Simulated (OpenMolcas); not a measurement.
Multiconfigurational calculation on As2+

Input:

```
&GATEWAY
Coord
1

As 0.0 0.0 0.0
Basis=ANO-RCC-VDZ
Group=XYZ
NoMove
AngMom=0.0 0.0 0.0
AMFI
&SEWARD
&RASSCF
FileOrb=start.orb
Symmetry=2
Spin=2
nActEl=1 0 0
Inactive=9 6
Ras2=0 3
CIRoot=3 3 1
SDav=3
CIMx=300
Iter=120 100
PrWF=0.3
OrbListing=Nothing
MaxOrb=0
Atom
>>> COPY $Project.JobIph JOB001
&RASSI
NrOfJobIphs=1 3
1 2 3
IphNames
JOB001
EJob
SpinOrbit
DIPRint=1.0
SOCoupling=1000.0
Subsets=2
MEES
Property=10
'ANGMOM' 1 'ANGMOM' 2 'ANGMOM' 3 'MLTPL  1' 1 'MLTPL  1' 2 'MLTPL  1' 3
'AMFI' 1 'AMFI' 2 'AMFI' 3 'MLTPL  2' 6
SOProperty=3
'ANGMOM' 1 'ANGMOM' 2 'ANGMOM' 3
```

Launched by
```bash
OMP_NUM_THREADS=1 MOLCAS_MEM=2252 MOLCAS_PROJECT=a pymolcas a.inp > a.log  # once for each step of the input, in one work folder
```

A driver script runs the steps one by one and writes start.orb anew before each from the orbitals found so far.

Output, cut to the results:

```
--- SEWARD ---
Basis set label: AS.ANO-RCC...5S4P1D.

      Electronic valence basis set:
      ------------------
      Associated Effective Charge  33.000000 au
      Associated Actual Charge     33.000000 au
      Nuclear Model: Point charge

      Shell  nPrim  nBasis  Cartesian Spherical Contaminant
         s      20       5        X
         p      17       4        X
         d      11       1                 X
                  Relativistic Douglas-Kroll-Hess integrals:
                    - DKH order of Hamiltonian: 2
                    - DKH order of Properties : 0
                  Atomic mean-field integrals
--- RASSCF ---
Wave function specifications:
      -----------------------------

      Number of closed shell electrons          30
      Number of electrons in active shells       1
      Max number of holes in RAS1 space          0
      Max nr of electrons in RAS3 space          0
      Number of inactive orbitals               15
      Number of active orbitals                  3
      Number of secondary orbitals               4
      Spin quantum number                      0.5
      State symmetry                             2
Orbital specifications:
      -----------------------

      Symmetry species                           1   2
                                                ag  au
      Frozen orbitals                            0   0
      Inactive orbitals                          9   6
      Active orbitals                            0   3
      RAS1 orbitals                              0   0
      RAS2 orbitals                              0   3
      RAS3 orbitals                              0   0
      Secondary orbitals                         1   3
      Deleted orbitals                           0   0
      Number of basis functions                 10  12
      Number of CSFs                             3
      Number of root(s) required                 3
      Iter CI   SX   CI       RASSCF       Energy    max ROT     max BLB   max BLB  Level Ln srch  Step   QN
          iter iter root      energy       change     param      element    value   shift minimum  type update
 Nr of preliminary CI iterations:   1
      Total energies have been shifted. Add                -2000.00 au
        1   1    6    0  -257.87705003    0.00E+00  -2.34E-01*   9  10 1  2.31E-01*  0.00   0.00    SX    NO
        2   1    5    0  -257.93084915   -5.38E-02*  2.59E-02    9  10 1  3.47E-02*  0.02   0.00    SX    NO
        3   1    5    0  -257.93181719   -9.68E-04*  3.68E-03    9  10 1  8.33E-03*  0.02   0.00    SX    NO
        4   1    4    0  -257.93185742   -4.02E-05*  9.18E-04    9  10 1  1.56E-03*  0.02   0.00    SX    NO
        5   1    4    0  -257.93185910   -1.68E-06* -1.94E-04    9  10 1  3.61E-04*  0.02   1.14    QN   YES
        6   1    4    0  -257.93185917   -7.40E-08*  1.56E-05    9  10 1 -1.28E-05   0.02   0.96    QN   YES
        7   1    2    0  -257.93185917   -2.24E-10   2.53E-07    9  10 1 -7.22E-08   0.02   0.99    QN   YES
      Convergence after  7 iterations
        8   1    2    0  -257.93185917   -3.18E-12   2.53E-07    3  10 1 -2.78E-08   0.02   0.99    QN   YES
      Natural orbitals and occupation numbers for root  1
      sym 2:   1.000000   0.000000   0.000000
      Natural orbitals and occupation numbers for root  2
      sym 2:   0.000000   0.000000   1.000000
      Natural orbitals and occupation numbers for root  3
      sym 2:   0.000000   1.000000   0.000000
::    RASSCF root number  1 Total energy:  -2257.93185917
::    RASSCF root number  2 Total energy:  -2257.93185917
::    RASSCF root number  3 Total energy:  -2257.93185917

--- RASSI ---
SPIN-FREE ENERGIES:
  (Shifted by EMIN (a.u.) =      -2257.9318591712)

 SF State       Relative EMIN(au)   Rel lowest level(eV)    D:o, cm**(-1)      L_eff

     1             0.0000000000        0.0000000000              0.0000         1.0
     2             0.0000000000        0.0000000000              0.0000         1.0
     3             0.0000000000        0.0000000000              0.0000         1.0
     Dipole printing threshold changed to   1.00000000E+00
Eigenvalues of complex Hamiltonian:
   -----------------------------------
  (Shifted by EMIN (a.u.) =      -2257.9318591712)

 SO State       Relative EMIN(au)   Rel lowest level(eV)    D:o, cm**(-1)     J-value

     1            -0.0074360017        0.0000000000              0.0000         0.4
     2            -0.0074360017        0.0000000000              0.0000         0.4
     3             0.0037180009        0.3035158735           2448.0206         1.0
     4             0.0037180009        0.3035158735           2448.0206         1.0
     5             0.0037180009        0.3035158735           2448.0206         1.3
     6             0.0037180009        0.3035158735           2448.0206         1.3
Weights of the five most important spin-orbit-free states for each spin-orbit state.

 SO State  Total energy (au)           Spin-free states, spin, and weights
 -------------------------------------------------------------------------------------------------------
    1        -0.007436       2 0.5  0.3333    1 0.5  0.3333    3 0.5  0.3333
    2        -0.007436       2 0.5  0.3333    1 0.5  0.3333    3 0.5  0.3333
    3         0.003718       3 0.5  0.6667    2 0.5  0.1667    1 0.5  0.1667
    4         0.003718       3 0.5  0.6667    1 0.5  0.1667    2 0.5  0.1667
    5         0.003718       2 0.5  0.5000    1 0.5  0.5000    3 0.5  0.0000
    6         0.003718       2 0.5  0.5000    1 0.5  0.5000    3 0.5  0.0000
...
```

The J values that RASSI prints are effective ones from its own formula and need not be integers or half-integers; the table below assigns J from the states.

Levels above the lowest, from the spin-orbit matrix, grouped by J:

```json
{"Configuration": "4s2 4p", "Term": "2P*", "J": "1/2", "E (cm-1)": "0.0", "Measured (cm-1)": "0.0", "g": "0.666", "Term weight %": "100"}
{"Configuration": "4s2 4p", "Term": "2P*", "J": "3/2", "E (cm-1)": "2448", "Measured (cm-1)": "2940", "g": "1.334", "Term weight %": "100"}
```

Against the measured value (Moore, Atomic Energy Levels, vol. II, NSRDS-NBS 35 (1971 reprint of NBS Circular 467, 1952)): 4s2 4p 2P* 3/2: computed 2448, measured 2940 cm-1 (-16.7 %).

With one active electron the reference holds no correlation, so core polarisation is missing. Measured partners are found by configuration, term and J. A level has none where our copy of the source lacks it or the pairing is in doubt (some pairs that miss far off the trend of their configuration count as doubtful), and it then counts in no deviation. Levels of configurations outside the active space are missing.

The RASSCF and RASSI steps took 1.2 s on 1 thread of Arm Neoverse V2, on a shared host; the integral step is not counted.

The term weight is that of the spin-free term in the level, not the purity of its configuration. * marks odd parity.
